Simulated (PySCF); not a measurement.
# Silicon: a sound run and one with changed settings

Sound run: Si⁺ [Ne] 3s2 3p1, Si²⁺ [Ne] 3s2. Computed with PySCF 2.14 in x2c-SVPall, with the spin-free X2C one-electron Hamiltonian (Gaussian nucleus). In the sound run the correlated levels freeze [Ne]. The sound run starts from symmetry-adapted Hartree-Fock orbitals and uses a fine grid where one is needed.

Changed run: the non-relativistic Hamiltonian (point nucleus). This setting is unsound on purpose.

```json
{"species": "Si⁺", "method": "UHF", "sound run (hartree)": "-289.06759", "changed run (hartree)": "-288.41087", "converged": "yes"}
{"species": "Si⁺", "method": "MN15", "sound run (hartree)": "-289.51934", "changed run (hartree)": "-288.86327", "converged": "yes"}
{"species": "Si⁺", "method": "PBE0", "sound run (hartree)": "-289.45057", "changed run (hartree)": "-288.79413", "converged": "yes"}
{"species": "Si⁺", "method": "MP2", "sound run (hartree)": "-289.10280", "changed run (hartree)": "-288.44607", "converged": "yes"}
{"species": "Si⁺", "method": "CCSD(T)", "sound run (hartree)": "-289.12116", "changed run (hartree)": "-288.46450", "converged": "yes"}
{"species": "Si²⁺", "method": "UHF", "sound run (hartree)": "-288.48737", "changed run (hartree)": "-287.83065", "converged": "yes"}
{"species": "Si²⁺", "method": "MN15", "sound run (hartree)": "-288.92536", "changed run (hartree)": "-288.26923", "converged": "yes"}
{"species": "Si²⁺", "method": "PBE0", "sound run (hartree)": "-288.84742", "changed run (hartree)": "-288.19099", "converged": "yes"}
{"species": "Si²⁺", "method": "MP2", "sound run (hartree)": "-288.51665", "changed run (hartree)": "-287.85995", "converged": "yes"}
{"species": "Si²⁺", "method": "CCSD(T)", "sound run (hartree)": "-288.53082", "changed run (hartree)": "-287.87420", "converged": "yes"}
```

Ionisation energy of Si⁺:

```tsv
method	sound run (eV)	changed run (eV)
UHF	15.789	15.788
MN15	16.163	16.165
PBE0	16.412	16.412
MP2	15.950	15.949
SCS-MP2	15.932	15.931
CCSD	16.046	16.045
CCSD(T)	16.064	16.063
```

Most of the change in total energy is the relativistic energy itself. On top of that the contraction fixes the core shape for the Hamiltonian it was made with, so the changed run is not a good calculation with the other Hamiltonian either.

For comparison, NIST gives 16.346 eV between the lowest levels.
